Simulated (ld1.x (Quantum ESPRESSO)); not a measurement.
# Configuration tests for Zn (Z = 30) (PAW)

* Element: zinc
* Generator: ld1.x (Quantum ESPRESSO) 7.5
* Type: PAW
* Functional: PBE
* Relativity: fully relativistic
* Frozen core: [Ar]
* Valence charge: 12
* Reference configuration: 3d10 4s2 4p0
* Partial waves: 4s (bound): rcut 1.65, rcutus 1.95 bohr; 4s channel at 0.4 Ry: rcut 1.65, rcutus 1.95 bohr; 4p (bound, empty): rcut 2.75, rcutus 3.80 bohr; 4p channel at 1.5 Ry: rcut 2.75, rcutus 3.80 bohr; 3d (bound): rcut 1.25, rcutus 1.45 bohr; 3d channel at -0.3 Ry: rcut 1.25, rcutus 1.45 bohr
* Local potential: all-electron potential smoothed inside 3.15 bohr (lloc = -1)
* Core correction: a·sin(br)/r model core, default radius (core density twice the valence density)
* Augmentation charge: PSQ, inside the norm-conserving radii

Open shells are filled in proportion to 2j + 1 (rel_dist='average').

Energies are relative to the spin-unpolarised reference configuration 3d10 4s2 4p0; without spin polarisation the order of configurations can differ from experiment.

Problem. Give the all-electron excitation energy and the error of the potential for: 3d10 4s1 4p0; 3d10 4s0 4p0; 3d9 4s0 4p0; 3d9 4s2 4p0; 3d10 4s1 4p1; 3d9 4s2 4p1; 3d10 4s0 4p2.

Solution.

| valence configuration | charge | ΔE all-electron (eV) | error AE − PS (meV) |
| --- | --- | --- | --- |
| 3d10 4s1 4p0 | +1 | 9.888 | -3.3 |
| 3d10 4s0 4p0 | +2 | 28.331 | -16 |
| 3d9 4s0 4p0 | +3 | 68.865 | -275 |
| 3d9 4s2 4p0 | +1 | 17.901 | -209 |
| 3d10 4s1 4p1 | 0 | 5.085 | -1.0 |
| 3d9 4s2 4p1 | 0 | 12.243 | -202 |
| 3d10 4s0 4p2 | 0 | 10.556 | -2.6 |

The ghost test of this file was not conclusive.
